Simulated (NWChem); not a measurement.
System: C5H8; SMILES C1CCCC=1

```xyz
13

C      1.0689     0.0508    -0.6684
C      1.0689     0.0508     0.6684
C     -0.3192    -0.1110     1.2256
C     -1.2151     0.1466     0.0000
C     -0.3192    -0.1110    -1.2256
H      1.9630     0.1110    -1.2947
H      1.9630     0.1110     1.2947
H     -0.5346     0.5732     2.0629
H     -0.4509    -1.1340     1.6274
H     -1.5279     1.2031     0.0000
H     -2.1327    -0.4600     0.0000
H     -0.4509    -1.1340    -1.6274
H     -0.5346     0.5732    -2.0629
```
Atoms are numbered in this order, from 1.

Computed with NWChem. Pople sets run with spherical d functions. The geometry was optimised at PBE0/def2-SVP. Total energies compare along this basis series because the functional is fixed.

```json
[
 {"level": "B3LYP/STO-3G", "basis functions": "33", "energy (Ha)": "-192.9785", "highest occupied level (eV)": "-4.87", "orbital gap (eV)": "8.35", "dipole (D)": "0.19"},
 {"level": "B3LYP/3-21G", "basis functions": "61", "energy (Ha)": "-194.2642", "highest occupied level (eV)": "-6.34", "orbital gap (eV)": "7.30", "dipole (D)": "0.17"},
 {"level": "B3LYP/6-31G*", "basis functions": "86", "energy (Ha)": "-195.3231", "highest occupied level (eV)": "-6.31", "orbital gap (eV)": "7.19", "dipole (D)": "0.14"},
 {"level": "B3LYP/6-31+G*", "basis functions": "106", "energy (Ha)": "-195.3305", "highest occupied level (eV)": "-6.55", "orbital gap (eV)": "6.91", "dipole (D)": "0.26"},
 {"level": "B3LYP/def2-SVP", "basis functions": "110", "energy (Ha)": "-195.1867", "highest occupied level (eV)": "-6.54", "orbital gap (eV)": "7.09", "dipole (D)": "0.17"},
 {"level": "B3LYP/def2-SVPD", "basis functions": "164", "energy (Ha)": "-195.1980", "highest occupied level (eV)": "-6.63", "orbital gap (eV)": "6.93", "dipole (D)": "0.22"},
 {"level": "B3LYP/def2-TZVP", "basis functions": "203", "energy (Ha)": "-195.4013", "highest occupied level (eV)": "-6.60", "orbital gap (eV)": "6.94", "dipole (D)": "0.22"},
 {"level": "B3LYP/6-311++G**", "basis functions": "166", "energy (Ha)": "-195.3814", "highest occupied level (eV)": "-6.62", "orbital gap (eV)": "6.40", "dipole (D)": "0.24"}
]
```
